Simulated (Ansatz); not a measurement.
Geometry optimisation, RKS B3LYP-D4/def2-SVP in Ansatz 0.2.0.

Input:

```yaml
crystal:
  periodic: [false, false, false]
  atoms:
    - { symbol: B, position_ang: [0.1631, -0.9436, -0.1737] }
    - { symbol: S, position_ang: [1.1103, -0.3318, -2.0708] }
    - { symbol: F, position_ang: [-0.843, -1.7861, -0.4124] }
    - { symbol: F, position_ang: [1.1126, -1.3583, 0.6722] }
    - { symbol: H, position_ang: [0.1748, 0.2226, -0.633] }
    - { symbol: Si, position_ang: [-0.8301, 0.8544, 0.8196] }
    - { symbol: H, position_ang: [2.249, -0.0108, -1.4629] }
    - { symbol: H, position_ang: [0.0476, 1.9789, 1.1269] }
    - { symbol: H, position_ang: [-2.0307, 1.2569, 0.0987] }
    - { symbol: H, position_ang: [-1.1534, 0.1177, 2.0355] }
basis:
  gaussian: { orbitals: def2-SVP }
hamiltonian:
  xc: b3lyp
  dispersion: d4
relax:
  f_tol: 0.15
  max_steps: 25
  restrain:
    - { distance: [0, 5], at: 3.25, k: 30.0 }
    - { distance: [4, 1], at: 2.66, k: 30.0 }
    - { distance: [0, 1], at: 1.89, k: 30.0 }
    - { distance: [4, 5], at: 1.42, k: 30.0 }
```

Run as:

```bash
$ ansatz run input.yaml --threads 2 --pin off --max-ram 3072MiB --backend cpu --events-out ev --progress --plain --runs-dir out
```

Problem. Where does it end, and by what steps?

Solution. It converged. The restraints hold the end off the free minimum. After 8 steps the energy has fallen by 1.976 eV (the restraints' own energy left out); B1 moved furthest, 0.69 Å. Parted: B1–H5, B1–Si6. Joined: H5–Si6.

```tsv
step	energy less start (eV)	largest force component (eV/Å)	accepted
0	0.0000	1.434	yes
1	-0.4790	1.667	yes
2	-0.9383	2.265	yes
3	-1.2007	1.809	yes
4	-1.7357	0.873	yes
5	-1.9188	0.996	yes
6	-1.9587	0.795	yes
7	-1.9746	0.888	yes
8	-1.9759	0.877	yes
```

```xyz
10
Properties=species:S:1:pos:R:3
B 0.519 -1.408 -0.544
S 1.178 -0.690 -2.127
F -0.706 -1.897 -0.520
F 1.264 -1.490 0.544
H -0.059 0.738 -0.239
Si -0.921 1.161 0.846
H 2.376 -0.351 -1.598
H -0.328 2.363 1.496
H -2.264 1.501 0.292
H -1.059 0.072 1.851
```

The run took 47 s on 2 threads of Arm Neoverse N1 (shared host), peak memory 0.22 GiB.
